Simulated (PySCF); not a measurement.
Molfile (atoms numbered from 1):
```
C7H11ClN2
     RDKit          3D

 21 21  0  0  0  0  0  0  0  0999 V2000
    2.4480   -0.2835    1.0151 C   0  0  0  0  0  0  0  0  0  0  0  0
    2.3927    0.3872   -0.3507 C   0  0  0  0  0  0  0  0  0  0  0  0
    1.1630    1.2926   -0.4881 C   0  0  0  0  0  0  0  0  0  0  0  0
   -0.1040    0.5129   -0.4174 C   0  0  0  0  0  0  0  0  0  0  0  0
   -0.5848   -0.4321   -1.3432 C   0  0  0  0  0  0  0  0  0  0  0  0
   -1.7701   -0.8657   -0.7942 C   0  0  0  0  0  0  0  0  0  0  0  0
   -2.9107   -2.0087   -1.3516 Cl  0  0  0  0  0  0  0  0  0  0  0  0
   -1.9502   -0.2083    0.3720 N   0  0  0  0  0  0  0  0  0  0  0  0
   -3.0464   -0.3253    1.2883 C   0  0  0  0  0  0  0  0  0  0  0  0
   -0.9399    0.6278    0.6011 N   0  0  0  0  0  0  0  0  0  0  0  0
    1.5573   -0.8857    1.1766 H   0  0  0  0  0  0  0  0  0  0  0  0
    3.3213   -0.9274    1.0919 H   0  0  0  0  0  0  0  0  0  0  0  0
    2.4978    0.4642    1.8029 H   0  0  0  0  0  0  0  0  0  0  0  0
    3.2922    0.9881   -0.5003 H   0  0  0  0  0  0  0  0  0  0  0  0
    2.3656   -0.3762   -1.1310 H   0  0  0  0  0  0  0  0  0  0  0  0
    1.2078    1.8186   -1.4449 H   0  0  0  0  0  0  0  0  0  0  0  0
    1.1549    2.0286    0.3164 H   0  0  0  0  0  0  0  0  0  0  0  0
   -0.1411   -0.7433   -2.2651 H   0  0  0  0  0  0  0  0  0  0  0  0
   -3.1552   -1.3581    1.6228 H   0  0  0  0  0  0  0  0  0  0  0  0
   -3.9776   -0.0066    0.8160 H   0  0  0  0  0  0  0  0  0  0  0  0
   -2.8294    0.3178    2.1376 H   0  0  0  0  0  0  0  0  0  0  0  0
  1  2  1  0
  2  3  1  0
  3  4  1  0
  4  5  1  0
  5  6  2  0
  6  7  1  0
  6  8  1  0
  8  9  1  0
  8 10  1  0
 10  4  2  0
  1 11  1  0
  1 12  1  0
  1 13  1  0
  2 14  1  0
  2 15  1  0
  3 16  1  0
  3 17  1  0
  5 18  1  0
  9 19  1  0
  9 20  1  0
  9 21  1  0
M  END
```

- structure optimised with GFN2-xTB
- NMR shieldings at PBE0/pcSseg-1/GIAO
- code: PySCF 2.14
- a single conformation, relativity neglected, in vacuum, rapidly exchanging positions averaged

References, each an isolated molecule treated in the same way: 13C, 1H against TMS; HCl for 35Cl; 15N vs NH3.

```tsv
atoms	nucleus	count	δ (ppm)
C5	13C	1	108.8
C2	13C	1	?
H19/H20/H21	1H	3	3.85
H16/H17	1H	2	?
N8	15N	1	?
H14/H15	1H	2	1.57
C6	13C	1	136.3
C1	13C	1	14.5
Cl7	35Cl	1	?
C9	13C	1	37.8
H11/H12/H13	1H	3	0.77
C3	13C	1	34.1
N10	15N	1	345.1
H18	1H	1	6.14
C4	13C	1	?
```

Complete the table.

Answers


- C4: 155.7 ppm, substituted aromatic carbon next to a ring nitrogen
- C2: 27.9 ppm, sp3 CH2; aliphatic region, no heteroatom directly attached
- H16/H17: 2.66 ppm, hydrogen on an sp3 CH2 on an aromatic ring; benzylic-type position, deshielded by the ring
- Cl7: 169 ppm, chlorine bonded to C
- N8: 219.3 ppm, pyrrole-type ring nitrogen

Carbons that carry Cl, above all several Cl atoms, come out too deshielded, partly because spin–orbit coupling is missing. Shifts are as computed. Against solution values, carbons near 30 ppm lie about +3 ppm off and those near 130 ppm about +5 ppm; carbons on Cl a further +6 ppm. Of 1211 compounds with measured shifts, 218 miss one by over three times the rms of a fit or turn the order of signals round; such compounds aren't used in these exercises. Experimental scales use liquid or dissolved standards, which lie at an offset from isolated NH3 (liquid NH3: subtract about 20 ppm). Unscaled 15N shifts of sp2 nitrogen come out 20 to 40 ppm too high even then.
